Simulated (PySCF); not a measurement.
This PySCF input asks for the NMR shieldings of SMILES c1ccc([SiH2]CO[SiH3])s1, C₅H₁₀OSSi₂; the geometry comes from GFN2-xTB.

```python
import basis_set_exchange as bse
import numpy as np
from pyscf import gto, dft
from pyscf.prop import nmr

atoms = """
Si   -3.845029   -0.234844   -0.137925
O    -2.626370    0.433355   -0.956582
C    -1.249214    0.167043   -0.931568
Si   -0.420158    0.730467    0.694092
C     1.423266    0.476117    0.491377
C     2.142426   -0.092352   -0.521077
C     3.534146   -0.108298   -0.294058
C     3.868459    0.452242    0.896761
S     2.487848    1.002613    1.756727
H    -4.953608    0.429609   -0.802562
H    -3.862196   -1.693541   -0.297667
H    -3.766258    0.055737    1.297198
H    -1.084758   -0.903563   -1.100759
H    -0.818782    0.697954   -1.787139
H    -0.713534    2.146717    0.936294
H    -0.899543   -0.087625    1.815192
H     1.680950   -0.490506   -1.407617
H     4.249764   -0.518092   -0.984263
H     4.842785    0.576545    1.326112
"""
names = dict.fromkeys(["Si", "O", "C", "S", "H"], "pcSseg-1")
basis = {el: gto.basis.parse(bse.get_basis(n, elements=[el], fmt="nwchem")) for el, n in names.items()}
mol = gto.M(atom=atoms, basis=basis, charge=0, verbose=0)
mf = dft.RKS(mol, xc="PBE0")
mf.grids.level = 2
mf.grids.alignment = dft.numint.BLKSIZE   # the property module wants whole blocks of grid points
mf.conv_tol = 1e-9
mf.kernel()

calc = nmr.RKS(mf)   # GIAO
C = mf.mo_coeff
Co = C[:, mf.mo_occ > 0]
resp = mf.gen_response(singlet=True, hermi=2)
def vind(x):   # induced exchange potential for any number of trial vectors
    d = np.einsum("pi,xij,qj->xpq", C, 2 * x.reshape(-1, C.shape[1], Co.shape[1]), Co, optimize=True)
    return np.einsum("xpq,pi,qj->xij", resp(d - d.transpose(0, 2, 1)), C, Co, optimize=True).ravel()
mo1, _ = nmr.rhf.solve_mo1(calc, with_cphf=vind)
sigma = calc.kernel(mo1)
for i, s in enumerate(sigma):   # ppm
    w = np.linalg.eigvalsh((s + s.T) / 2)
    print("%2d %-2s iso %8.1f  s11 %8.1f  s22 %8.1f  s33 %8.1f" % (i, mol.atom_pure_symbol(i), w.mean(), *w))
```

Question: What are the results?

Answer: 
```
 0 Si iso    387.2  s11    338.4  s22    349.6  s33    473.5
 1 O  iso    354.7  s11    290.0  s22    379.8  s33    394.3
 2 C  iso    131.6  s11     94.7  s22    109.4  s33    190.6
 3 Si iso    410.5  s11    382.0  s22    409.7  s33    439.9
 4 C  iso     49.2  s11    -27.5  s22     21.5  s33    153.4
 5 C  iso     48.7  s11    -40.1  s22     38.0  s33    148.1
 6 C  iso     55.6  s11    -25.9  s22     41.7  s33    151.0
 7 C  iso     43.8  s11    -49.8  s22     37.0  s33    144.4
 8 S  iso    236.4  s11     69.4  s22    257.8  s33    382.0
 9 H  iso     26.9  s11     23.1  s22     24.9  s33     32.6
10 H  iso     26.8  s11     23.9  s22     24.8  s33     31.6
11 H  iso     26.6  s11     22.7  s22     26.0  s33     31.1
12 H  iso     27.4  s11     21.9  s22     27.8  s33     32.5
13 H  iso     27.0  s11     21.3  s22     27.5  s33     32.2
14 H  iso     26.8  s11     22.5  s22     26.6  s33     31.3
15 H  iso     26.5  s11     22.0  s22     26.8  s33     30.9
16 H  iso     24.7  s11     20.3  s22     24.8  s33     28.8
17 H  iso     24.5  s11     21.2  s22     25.1  s33     27.1
18 H  iso     24.1  s11     21.3  s22     23.7  s33     27.2
```

These numbers come from an equivalent density-fitted implementation of the same equations, which agrees with the script to about 0.01 ppm for H and up to a few tenths of a ppm for heavy atoms, so last digits may differ.

Question: Turn these shieldings into chemical shifts. Chemical shifts δ = σref − σ; 29Si (σref 349.16), 13C (σref 186.93), 1H (σref 31.72) vs TMS; 17O (σref 336.08) vs H2O; CS2 for 33S (σref 503.73), all at this level.

Answer: Averaging equivalent atoms: Si 0: -38.0; Si 3: -61.3; O 1: -18.6; C 7: 143.1; C 5: 138.3; C 4: 137.8; C 6: 131.3; C 2: 55.3; S 8: 267; H 18: 7.66; H 17: 7.26; H 16: 7.07; H 14/15: 5.05; H 9/10/11: 4.97; H 12/13: 4.52 ppm. Experimental scales use liquid or dissolved standards, which lie at an offset from isolated H2O (liquid H2O: subtract about 36 ppm).

Size and cost of the density-fitted run: 224 basis functions, 86 s wall time on 1 thread of an Arm Neoverse N1, shared host; peak memory 0.94 GiB.
